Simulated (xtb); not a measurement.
xtb input (GFN1-xTB):

```bash
xtb mol.xyz --gfn 1 --sp --chrg 0 --uhf 0
```
mol.xyz:
```
3

Na    -0.00000000    -0.00000000    -0.91722285
O      0.00000000     0.00000000     1.01503037
H      0.00000000     0.00000000     1.96920848
```

End of the output:

```
         :::::::::::::::::::::::::::::::::::::::::::::::::::::
         ::                     SUMMARY                     ::
         :::::::::::::::::::::::::::::::::::::::::::::::::::::
         :: total energy              -5.522363805263 Eh    ::
         :: gradient norm              0.020204873072 Eh/a0 ::
         :: HOMO-LUMO gap              4.466940687560 eV    ::
         ::.................................................::
         :: SCC energy                -5.545488154646 Eh    ::
         :: -> electrostatic           0.130009094947 Eh    ::
         :: repulsion energy           0.023370231532 Eh    ::
         :: dispersion energy         -0.000245882149 Eh    ::
         :: halogen bond corr.         0.000000000000 Eh    ::
         :: add. restraining           0.000000000000 Eh    ::
         :: total charge               0.000000000000 e     ::
         :::::::::::::::::::::::::::::::::::::::::::::::::::::

           -------------------------------------------------
          |                Property Printout                |
           -------------------------------------------------

    * Orbital Energies and Occupations

         #    Occupation            Energy/Eh            Energy/eV
      -------------------------------------------------------------
         1        2.0000           -0.6013773             -16.3643
         2        2.0000           -0.4289032             -11.6711
         3        2.0000           -0.3447314              -9.3806
         4        2.0000           -0.3447314              -9.3806 (HOMO)
         5                         -0.1805743              -4.9137 (LUMO)
         6                         -0.1164768              -3.1695
         7                         -0.1164768              -3.1695
         8                         -0.0531519              -1.4463
         9                          0.1423481               3.8735
        10                          0.5470890              14.8870
      -------------------------------------------------------------
                  HL-Gap            0.1641570 Eh            4.4669 eV
             Fermi-level           -0.2626529 Eh           -7.1471 eV

  Mulliken/CM5 charges         n(s)   n(p)   n(d)
     1Na    0.62223  0.83453   0.100  0.277  0.000
     2O    -0.89410 -1.27475   1.664  5.230  0.000
     3H     0.27187  0.44022   0.728  0.000  0.000

Wiberg/Mayer (AO) data.
largest (>0.10) Wiberg bond orders for each atom

 ---------------------------------------------------------------------------
     #   Z sym  total        # sym  WBO       # sym  WBO       # sym  WBO
 ---------------------------------------------------------------------------
     1  11 Na   0.705 --     2 O    0.697
     2   8 O    1.621 --     3 H    0.924     1 Na   0.697
     3   1 H    0.932 --     2 O    0.924
Note: The following floating-point exceptions are signalling: IEEE_DENORMAL
normal termination of xtb
 ---------------------------------------------------------------------------

Topologies differ in total number of bonds
Writing topology from bond orders to xtbtopo.mol

 dipole moment from electron density (au)
     X       Y       Z
   0.0000   0.0000  -2.1808  total (Debye):    5.543

           -------------------------------------------------
          | TOTAL ENERGY               -5.522363805263 Eh   |
          | GRADIENT NORM               0.020204873072 Eh/α |
          | HOMO-LUMO GAP               4.466940687560 eV   |
           -------------------------------------------------

------------------------------------------------------------------------
------------------------------------------------------------------------
 total:
 SCF:
```
